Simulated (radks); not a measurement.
Spherical quantum dot in the effective-mass picture: electrons in a parabolic well V = omega^2 r^2 / 2 with omega = 0.679, with a point charge +1 (a donor) at the centre, all in effective atomic units (hartree* = m*/eps^2 hartree, bohr* = eps/m* bohr), one dielectric constant everywhere. Method: non-relativistic Kohn-Sham, LDA (Slater exchange, Perdew-Wang correlation), spin-polarised, spherical densities; computed with a radial shooting solver with Libxc functionals. Levels are named by radial order and angular momentum (1s, 1p, 1d, 2s, ...), and open shells are averaged over m.

N = 7, configuration 1s2 1p(up 3, down 2). This is the lowest configuration that the search found. Occupied and some empty levels:

level    occupation  eigenvalue (hartree*)  <r> (bohr*)
1s up             1                 3.2754        1.372
1s down           1                 3.2999        1.365
1p up             3                 3.9044        2.088
1p down           2                 3.9324        2.094
2s up             0                 4.2732        2.135
2s down           0                 4.2917        2.144
1d up             0                 4.4249        2.464
1d down           0                 4.4498        2.473
1f up             0                 4.9641        2.757
1f down           0                 4.9851        2.766

Energy (hartree*): total 15.2991, kinetic 4.3381, external 1.8591, Hartree 11.630, exchange-correlation -2.5277.

Electron density:

r (bohr*)  n(r) (e/bohr*^3)
0.183                0.4345
0.488                0.2663
0.793                0.1889
1.10                 0.1497
1.40                 0.1225
1.71                0.09676
2.01                0.07034
2.32                0.04578
2.62                0.02622
2.93                0.01306
3.23               0.005653
3.54               0.002118
3.85              0.0006875
